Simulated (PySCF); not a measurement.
## Does the structure fit the spectrum?

A compound C$_{8}$H$_{10}$OSi gives the data below (simulated from a calculation) and was assigned the structure `C=C1C(=C)C(C[SiH3])=C1C=O`.

¹³C{¹H} NMR (computed): δ 196.3 (CH), 169.8 (C), 160.2 (C), 157.9 (C), 156.9 (C), 99.9 (CH2), 99.7 (CH2), 48.0 (CH2).

¹H NMR (300 MHz, computed): δ 9.51 (t, 1H), 5.14 (m, 1H), 5.10 (m, 1H), 5.07 (m, 1H), 5.07 (m, 1H), 4.36 (s, 3H), 3.53 (d, 2H).

In vacuum, no relativistic terms, rapidly exchanging positions averaged, a single conformation. Geometry: GFN2-xTB; NMR shieldings at PBE0/pcSseg-1/GIAO; PySCF.

Scale: TMS for ¹H, ¹³C (reference shieldings calculated alike).

**Question.** Compare with the shifts computed for the proposed structure, pairing carbons in order of shift.

**Answer.** Numbering as in the mapped SMILES `[CH2:1]=[C:2]1[C:3](=[CH2:4])[C:5]([CH2:6][SiH3:7])=[C:8]1[CH:9]=[O:10]`; H(Xn) means a hydrogen on atom n.

```tsv
atom	computed for proposal	given list	difference
C9	190.8	196.3	-5.5
C5	179.6	169.8	+9.8
C3	156.8	160.2	-3.4
C2	150.8	157.9	-7.1
C8	147.1	156.9	-9.8
C4	110.1	99.9	+10.2
C1	95.5	99.7	-4.2
C6	16.1	48.0	-31.9
```

The rms difference is 13.4 ppm and the largest -31.9 ppm at C6 (allylic sp3 CH2 bonded to Si). The proposal doesn't fit.

**Question.** Which isomer fits?

**Answer.** SMILES C=C1C(=C)C(CC=O)=C1[SiH3].

- Carbon types of the structure: 4 × C, 1 × CH, 3 × CH2, leaving 3 H on heteroatoms.
- δC 196.3: aldehyde carbonyl carbon; the double bond to the heteroatom, with no lone-pair donor beside it, deshields it most.
- δC 169.8, 160.2, 157.9, 156.9: fully substituted alkene carbon.
- δC 99.9, 99.7: terminal =CH2 carbon.
- δH 9.51: hydrogen on an aldehyde carbonyl carbon; the formyl region, downfield of aromatic protons.

Other isomers checked: C=Cc1ccccc1O[SiH3] (rms 36.0 ppm); CC(=O)C#CC1=C[SiH2][C@H]1C (rms 46.2 ppm).

The shifts were computed for this structure.

Shifts are as computed. Against solution values, carbons near 30 ppm lie about +3 ppm off and those near 130 ppm about +5 ppm. Of 1211 compounds with measured shifts, 218 miss one by over three times the rms of a fit or turn the order of signals round; such compounds aren't used in these exercises. No couplings were computed; multiplicities are counted from neighbouring protons, with m where these are inequivalent, close in shift, in a saturated or five-membered ring or joined by F or P, and br s for small geminal =CH2 splittings.
